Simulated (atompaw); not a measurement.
## LDA (PW92) PAW (atompaw) dataset for manganese (Mn), scalar-relativistic all-electron reference.

| Quantity | Value |
| --- | --- |
| Element | manganese |
| Generator | atompaw 4.2.0.5 |
| Type | PAW |
| Functional | LDA (PW92) |
| Relativity | scalar-relativistic |
| Frozen core | [Ne] |
| Valence charge | 15 |
| Reference configuration | 3s2 3p6 3d5 4s1 4p0 (charge +1) |
| Partial waves | 3s (bound); 4s (bound); 3p (bound); 4p (bound, empty); 3d (bound); 3d channel at 1.9 Ry |
| Local potential | troulliermartins scheme with l = 3 at 0.5 Ry, radius 1.35 bohr |
| Core correction | smooth core density matched at 1.20 bohr |
| Augmentation charge | gaussian compensation charge, radius 1.35 bohr; PAW radius 1.70 bohr; waves and projectors: bloechl |

All-electron outer shells of the reference configuration (LDA (PW92), scalar-relativistic, ld1.x):

```json
{"shell": "2p", "level (eV)": "-637.97", "outermost node (bohr)": "–", "outermost maximum (bohr)": "0.19"}
{"shell": "3s", "level (eV)": "-93.71", "outermost node (bohr)": "0.34", "outermost maximum (bohr)": "0.74"}
{"shell": "3p", "level (eV)": "-62.80", "outermost node (bohr)": "0.31", "outermost maximum (bohr)": "0.75"}
{"shell": "3d", "level (eV)": "-15.22", "outermost node (bohr)": "–", "outermost maximum (bohr)": "0.75"}
{"shell": "4s", "level (eV)": "-12.16", "outermost node (bohr)": "1.05", "outermost maximum (bohr)": "2.35"}
{"shell": "4p", "level (eV)": "-7.39", "outermost node (bohr)": "1.15", "outermost maximum (bohr)": "2.91"}
```

**Question.** Estimate the cutoffs (Ry, on a coarse ladder) from which the occupation-weighted sum of valence levels, in a spherical-Bessel basis at the reference potential, stays within 10 and 1 mRy of its value at 400 Ry.

**Answer.** 90 Ry and 140 Ry.

**Question.** What does a ghost test show?

**Answer.** No extra level below or beside the all-electron valence levels (s, p, d, f tested).

**Question.** Is the overlap operator S = 1 + Σ q|β⟩⟨β| positive definite (Bessel basis up to 400 Ry)?

**Answer.** Yes: its lowest eigenvalue is 0.45 (s channel).
